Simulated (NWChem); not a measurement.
Atomisation of ClTl

```xyz
2

Tl     0.0000     0.0000    -0.4405
Cl     0.0000     0.0000     2.0987
```
Charge 0, spin multiplicity 1.

Everything below was run with NWChem. Structure: optimised with B3LYP/def2-SVP with def2 effective core potentials on Tl, a minimum by its harmonic frequencies.

Basis set: def2-TZVP. The atomisation energy is electronic alone: no zero-point, thermal, spin-orbit or counterpoise terms. No value is extrapolated to the basis-set limit. Free atoms are single determinants with multiplicities Tl 2, Cl 2.

Effective core potentials replace the inner electrons of Tl; spin-orbit coupling is left out. B3LYP has NWChem's definition, with VWN1-RPA local correlation. The structure started from a generated list of species. The stability of the SCF solutions was not checked. Open-shell Hartree-Fock references start from PBE0 orbitals.

### Question
One of these methods gave an atomisation energy of 103.5 kcal/mol. Which?
A. BP86
B. HF
C. CAM-B3LYP
D. PBE0

### Answer
A, BP86. The others give 73.1 (HF), 101.2 (PBE0), 99.0 (CAM-B3LYP).
